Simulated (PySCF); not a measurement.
**One molecule, a ladder of functionals, a line**

Molecule: SMILES C=C(C)[SiH2]C#N, C$_{4}$H$_{7}$NSi.

Atom-mapped SMILES (the numbers label the heavy atoms): `[CH2:1]=[C:2]([CH3:3])[SiH2:4][C:5]#[N:6]`. Hydrogens are named by the atom that carries them. Ha(C1) is cis to C3; Hb(C1) is trans to C3.

GIAO shieldings (ppm, equivalent atoms averaged) in PySCF 2.14 on the PBE0-D3(BJ)/def2-SVP geometry, basis pcSseg-1, gas phase, non-relativistic:

```tsv
functional	exact exchange (%)	σ(C3)	σ(Si4)	σ(N6)
BLYP	0	149.1	396.3	-107.2
BP86	0	153.4	404.4	-103.0
PBE	0	153.8	405.4	-104.6
PBE0	25	159.5	417.1	-107.8
mPW1PW91	25	158.6	415.4	-108.2
BHandHLYP	50	160.3	421.2	-114.3
HF	100	169.4	450.6	-118.5
```

Q: Fit each shielding as a line in the percentage of exact exchange.

A: σ(C3) = 152.9 + 0.17 x (rms 1.9 ppm); σ(Si4) = 402.3 + 0.47 x (rms 3.5 ppm); σ(N6) = -105.0 − 0.14 x (rms 1.5 ppm). The functionals also differ in their semilocal parts, which the line can't hold; Hartree–Fock has no correlation at all.

Q: What does the line predict for B3LYP (20 %), and what does the run give?

A: σ(C3): 156.3 predicted, 154.1 computed; σ(Si4): 411.7 predicted, 405.8 computed; σ(N6): -107.8 predicted, -110.2 computed ppm.
